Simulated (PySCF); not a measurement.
ZrCl2, SMILES [Cl][Zr][Cl] (connectivity only; charge and spin as stated), neutral, multiplicity 3.

Geometry: B3LYP-D3(BJ)/def2-TZVP. The spin state was assumed, not searched. The def2 effective core potentials stand for the cores of Zr; spin–orbit coupling is left out.

Calculation: PySCF with TDA-PBE/def2-SVPD.

Vertical excitations. 

Computed UV-visible absorptions:
| state | energy (eV) | λ (nm) | f | main pairs |
|---|---|---|---|---|
| root 1 | 0.33 | 3719 | 0.000 | α HOMO→LUMO 100 % |
| root 2 | 0.82 | 1516 | 0.002 | α HOMO−1→LUMO 100 % |
| root 3 | 1.27 | 975 | 0.000 | α HOMO→LUMO+1 96 % |
| root 4 | 1.38 | 896 | 0.000 | α HOMO−1→LUMO+1 63 %, α HOMO→LUMO+2 37 % |
| root 5 | 1.44 | 860 | 0.000 | α HOMO→LUMO+2 63 %, α HOMO−1→LUMO+1 37 % |
| root 6 | 1.62 | 764 | 0.002 | α HOMO−1→LUMO+2 96 % |
| root 7 | 3.12 | 397 | 0.006 | α HOMO→LUMO+3 96 % |
| root 8 | 3.30 | 376 | 0.000 | α HOMO→LUMO+4 81 %, α HOMO−1→LUMO+3 19 % |
| root 9 | 3.67 | 338 | 0.226 | α HOMO−1→LUMO+3 79 %, α HOMO→LUMO+4 18 % |
| root 10 | 3.81 | 325 | 0.264 | α HOMO−1→LUMO+4 92 % |
Unrestricted roots are not spin-pure.
